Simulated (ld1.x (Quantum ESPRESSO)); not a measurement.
# Which change was made? (Zr, TM)

* Element: zirconium (Zr)
* Generator: ld1.x (Quantum ESPRESSO) 7.5
* Type: norm-conserving Troullier–Martins (Kleinman–Bylander form)
* Functional: LDA (PZ)
* Relativity: scalar-relativistic
* Frozen core: [Ar] 3d10 4s2
* Valence charge: 10
* Reference configuration: 4p6 4d2 5s1.5 5p0 (charge +0.5)
* Partial waves: 4p (bound): rc 2.20 bohr; 4d (bound): rc 2.05 bohr; 5s (bound): rc 3.05 bohr
* Local potential: the s channel
* Core correction: none

Cutoffs, loose and tight: the cutoffs (Ry, on a coarse ladder) from which the occupation-weighted sum of valence levels, in a spherical-Bessel basis at the reference potential, stays within 10 and 1 mRy of its value at 400 Ry. They do not see the model core or the augmentation charge, which bear on the density cutoff. Test errors are all-electron minus pseudo excitation energies from the reference, over the configurations 4p6 4d2 5s2 5p0; 4p6 4d2 5s1 5p0; 4p6 4d2 5s0 5p0; 4p6 4d0 5s0 5p0; 4p6 4d2 5s0 5p1; 4p6 4d3 5s0 5p0; 4p6 4d3 5s1 5p0 (two spin-polarised tests are not counted in the largest error); variants that change the core or the reference have their own tests.

The base gives: outcome: generated; cutoff, loose: 30 Ry; cutoff, tight: 40 Ry; bound ghosts: none; largest test error (meV): -849.

After one change the result is: outcome: generated; cutoff, loose: 35 Ry; cutoff, tight: 50 Ry; bound ghosts: none; largest test error (meV): -849. Which change was it?
A. wave 4d (bound): rc 2.05 bohr becomes 4d (bound): rc 1.44 bohr
B. core [Kr], valence charge 4; reference 4d1 5s0 5p0; waves now 5p (bound): rc 2.40 bohr; 4d (bound): rc 1.95 bohr; 5s (bound): rc 2.85 bohr; core correction Bessel-smoothed model core inside 1.40 bohr
C. all radii scaled by about 1.32 (s 4.02, p 2.90, d 2.70 bohr)

A. The others give: all radii scaled by about 1.32 (s 4.02, p 2.90, d 2.70 bohr) → outcome: generated; cutoff, loose: 25 Ry; cutoff, tight: 35 Ry; bound ghosts: none; largest test error (meV): -877 | core [Kr], valence charge 4; reference 4d1 5s0 5p0; waves now 5p (bound): rc 2.40 bohr; 4d (bound): rc 1.95 bohr; 5s (bound): rc 2.85 bohr; core correction Bessel-smoothed model core inside 1.40 bohr → outcome: generated; cutoff, loose: 30 Ry; cutoff, tight: 35 Ry; bound ghosts: p; largest test error (meV): -401.
